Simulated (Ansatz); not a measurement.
`[SiH3]SC[SiH2]Cl` and `C[SiH2]C[SiH2]Cl` differ in one atom or group.

Ansatz, PBE0-D4/def2-TZVP geometries, multiplicity 1. Each molecule was computed in one conformer, which needn't be the lowest.

| property | `[SiH3]SC[SiH2]Cl` |
| --- | --- |
| HOMO energy (PBE/def2-TZVPP) / eV | -5.79 |
| size of the dipole moment (PBE/def2-TZVPP) / D | 1.47 |
| HOMO–LUMO gap (ωB97M-V/def2-TZVPP) / eV | 10.81 |
| HOMO–LUMO gap (B3LYP/def2-TZVPP) / eV | 6.40 |
| LUMO energy (ωB97M-V/def2-TZVPP) / eV | 1.69 |
| HOMO energy (B3LYP/def2-TZVPP) / eV | -6.73 |

(1) Give the same properties after the change, and the shifts. (Estimate.)

## Answers

(1) Ansatz gave: 
| property | `C[SiH2]C[SiH2]Cl` | shift |
| --- | --- | --- |
| HOMO energy (PBE/def2-TZVPP) / eV | -7.19 | -1.40 |
| size of the dipole moment (PBE/def2-TZVPP) / D | 2.22 | 0.75 |
| HOMO–LUMO gap (ωB97M-V/def2-TZVPP) / eV | 12.44 | 1.63 |
| HOMO–LUMO gap (B3LYP/def2-TZVPP) / eV | 8.13 | 1.73 |
| LUMO energy (ωB97M-V/def2-TZVPP) / eV | 1.77 | 0.08 |
| HOMO energy (B3LYP/def2-TZVPP) / eV | -8.24 | -1.51 |

With PBE0 the HOMO falls by 1.52 eV and the LUMO rises by 0.19 eV, so the gap widens by about 1.71 eV. PBE moves the HOMO by -1.40 eV and ωB97M-V by -1.55 eV. Dipoles are sizes alone; their direction can turn.

B3LYP here is the variant with VWN-RPA as its local correlation; programs differ in this.
